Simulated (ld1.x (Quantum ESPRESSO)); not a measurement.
## Which change was made? (Ce, TM)

ld1.x (Quantum ESPRESSO) 7.5 input, shortened:

```
&input
   title='Ce', zed=58., rel=1, dft='PBESOL', iswitch=3,
   config='[Xe] 4f1 5d1 6s1 6p0'
 /
 &inputp
   pseudotype=2, tm=.true., lloc=1,
   nlcc=.false.
 /
3
6S  1  0   1.00   0.00  3.75  3.75  0.0
5D  3  2   1.00   0.00  3.90  3.90  0.0
6P  2  1   0.00   0.00  3.15  3.15  0.0
 &test
   configts(1)='5d1 6s1 6p0'
 /
```

Cutoffs, loose and tight: the cutoffs (Ry, on a coarse ladder) from which the occupation-weighted sum of valence levels, in a spherical-Bessel basis at the reference potential, stays within 10 and 1 mRy of its value at 400 Ry. They do not see the model core or the augmentation charge, which bear on the density cutoff. Test errors are all-electron minus pseudo excitation energies from the reference, over the configurations 5d1 6s2 6p0; 5d1 6s0 6p0; 5d1 6s1.5 6p0; 5d2 6s0 6p0; 5d1 6s0 6p1; 5d0 6s2 6p1; 5d0 6s2 6p0; variants that change the core or the reference have their own tests.

The base gives: outcome: generated; cutoff, loose: 10 Ry; cutoff, tight: 12 Ry; bound ghosts: s, p (extra level of the local part); largest test error (meV): +159.

**Question.** After one change the result is: outcome: generated; cutoff, loose: 10 Ry; cutoff, tight: 12 Ry; bound ghosts: s, p (extra level of the local part); largest test error (meV): -100. Which change was it?
A. core correction a·sin(br)/r model core inside 2.54 bohr
B. core correction a·sin(br)/r model core inside 1.50 bohr
C. core correction a·sin(br)/r model core inside 2.76 bohr

**Answer.** B. The others give: core correction a·sin(br)/r model core inside 2.76 bohr → outcome: generated; cutoff, loose: 10 Ry; cutoff, tight: 12 Ry; bound ghosts: s, p (extra level of the local part); largest test error (meV): -60 | core correction a·sin(br)/r model core inside 2.54 bohr → outcome: generated; cutoff, loose: 10 Ry; cutoff, tight: 12 Ry; bound ghosts: s, p (extra level of the local part); largest test error (meV): -80.
